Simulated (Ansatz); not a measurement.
Consider the atomization: `FC1=N[SiH2]S1` → C• + F• + 2 H• + N• + S• + Si•.

Isolated molecules relaxed with PBE0-D4/def2-TZVP in Ansatz; ΔE leaves out vibrations. CCSD(T)/CBS adds triple-zeta CCSD(T) − MP2 to the extrapolated MP2 energy (def2 sets, frozen cores). This one scheme is used for every species, atoms too. DFT in def2-TZVPP. B3LYP here is the variant with VWN-RPA as its local correlation; programs differ in this. Open shells (•) are unrestricted, without spin–orbit coupling. Spin–orbit coupling would lower the free atoms: a little for C, F, S, Si.

CCSD(T)/CBS gives +26.88 eV.

**Question.** Another level gave +25.25 eV. Which?
A. BHLYP/def2-TZVPP
B. r2SCAN/def2-TZVPP
C. B3LYP-D4/def2-TZVPP
D. revPBE-D4/def2-TZVPP

**Answer.** A. BHLYP 25.25, r2SCAN 27.12, B3LYP-D4 26.85, revPBE-D4 27.30 eV.

Largest T1 diagnostic among the species: 0.015.

The D4 term adds +0.32 eV with B3LYP and +0.16 eV with PBE0; it sums over pairs of atoms, weighted by their polarisabilities, and B3LYP, whose exchange is more repulsive, gets the larger term. From PBE to PBE0 (25 % exact exchange), in def2-TZVPP and without D4, ΔE moves by −0.99 eV: exact exchange takes away binding that semilocal exchange gives to molecules.

For atomizations the MP2-based limit and the directly extrapolated one differ by several kJ/mol either way, and by 10 to 25 for some Ge, Se and Sn compounds, so smaller differences from it don't rank the levels.
